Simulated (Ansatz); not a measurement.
The cluster Zn2I5⁻, relaxed as a singlet with RKS r2SCAN-D4/def2-SVPD in Ansatz, starting from the GFN1-xTB geometry. Force threshold 0.02 eV/Å.

In the def2 sets I takes a core potential; there is no spin–orbit coupling. The structure comes from a short search, and lower isomers may exist.

Start:

Cartesian coordinates in Å:
```
Zn -0.7370 1.6216 1.9236
Zn 0.7492 -1.5981 -1.9405
I -1.1987 0.0528 3.8741
I 0.4258 0.5385 -0.2863
I -1.3106 -3.0316 -2.3633
I -1.0496 4.1410 1.6634
I 3.1209 -1.7243 -2.8710
```

```
step   energy (eV)  largest force component (eV/Å)  SCF passes
   1  -137357.3306                           0.361          17
   2  -137357.4250                           0.155          19
   3  -137357.4445                           0.069          18
   4  -137357.4789                           0.079          18
   5  -137357.5041                           0.061          17
   6  -137357.5272                           0.058          18
   7  -137357.5412                           0.037          18
   8  -137357.5500                           0.096          17
   9  -137357.5523                           0.081          18
  10  -137357.5605                           0.056          18
  11  -137357.5688                           0.021          17
  12  -137357.5797                           0.069          18
  13  -137357.5915                           0.107          18
  14  -137357.6070                           0.126          19
  15  -137357.6263                           0.101          19
  16  -137357.6551                           0.077          19
  17  -137357.6960                           0.124          19
  18  -137357.7534                           0.211          26
  19  -137357.7858                           0.319          25
  20  -137357.8592                           0.177          26
  21  -137357.9354                           0.228          26
  22  -137357.9398                           0.342          25
  23  -137357.9772                           0.014          18
```

Force components are those of the run's own axes.

End:

```xyz
7

Zn   -0.832    1.008    0.587
Zn    0.830   -1.008   -0.590
I     0.468   -0.856    2.114
I     1.365    1.657   -0.907
I    -1.826   -0.791   -1.213
I    -2.293    2.770    1.636
I     2.288   -2.779   -1.627
```

Bonds formed: Zn1–I5, Zn2–I3 (atoms count from 1). The end is the same structure that another start reached, the lowest one found.

No frequencies were taken in this run, so the end may be a saddle point.

Run time 4.4 min (4 threads of Arm Neoverse V1 on a shared host), peak host memory 0.63 GiB.
